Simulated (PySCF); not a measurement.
**Dipole moment and polarisability of CrNCl3**

Compound: CrNCl3 (singlet state).
Structure used (PBE0-D3(BJ)/def2-SVP), in Å, numbered top down from 1:
```xyz
5
Cl3CrN angstrom
Cr     0.0046   -0.0019    0.0432
N      0.1481   -0.0368    1.5104
Cl     1.9699    0.0276   -0.7136
Cl    -1.0662    1.7619   -0.3771
Cl    -1.0564   -1.7508   -0.4628
```

Level: PBE0/def2-SVPD (PySCF), static field, nuclei fixed, core orbitals frozen in the response. The polarisability tensor in these axes (au):

```
x   91.29  0.13 -2.31
y    0.13 91.44  0.56
z   -2.31  0.56 67.53
```

Question: What are the eigenvalues, a third of the trace, and Δα (Δα² = ½Σ(αi − αj)² over the three pairs)?

Answer: Principal values 67.29, 91.40 and 91.57 au; mean 83.42 au = 12.36 Å³ = 13.75 × 10⁻⁴⁰ C²·m²/J; Δα = 24.20 au (29 % of the mean).

Question: What is the dipole moment?

Answer: 0.12 D at this geometry.

Question: What depolarisation ratio follows for Rayleigh scattering of linearly polarised light, taking the static tensor?

Answer: ρ = 3Δα²/(45ᾱ² + 4Δα²) = 1756.3/(313159 + 2341.7) = 0.00557.

Question: Find the Langevin capture rate constant for H3O+ (19.018 u) meeting this molecule (170.850 u), k = 2.342 × 10⁻⁹ cm³/s × √(α in Å³ / reduced mass in u).

Answer: The reduced mass is 17.11 u, so k = 1.99 × 10⁻⁹ cm³/s.

Question: How large is μ²/3kT at 400 K beside α?

Answer: In Gaussian units μ²/3kT = 0.09 Å³ against 12.36 Å³, a ratio of 0.01; the Debye molar polarisation (4π/3)N_A(α + μ²/3kT) is 31.4 cm³/mol, leaving out the vibrational part.

Question: What are the principal values of the traceless quadrupole moment, Θ = ½Σq(3rr − r²1), about the centre of nuclear charge?

Answer: -1.21, 0.59, 0.62 D·Å. The values depend on the origin, since the dipole doesn't vanish. The electronic extent ⟨r²⟩ about the same centre is 979 bohr², a root-mean-square distance of 1.83 Å for the 82 electrons.

Question: Refractivity n − 1 of an ideal gas of it at 298.15 K and 1 atm, from the electronic α?

Answer: N = p/kT = 2.4615 × 10¹⁹ cm⁻³, so n − 1 = 2π × N × 12.36 × 10⁻²⁴ cm³ = 1912 × 10⁻⁶ at long wavelengths.

Isolated species at its PBE0-D3(BJ)/def2-SVP geometry, gas phase.
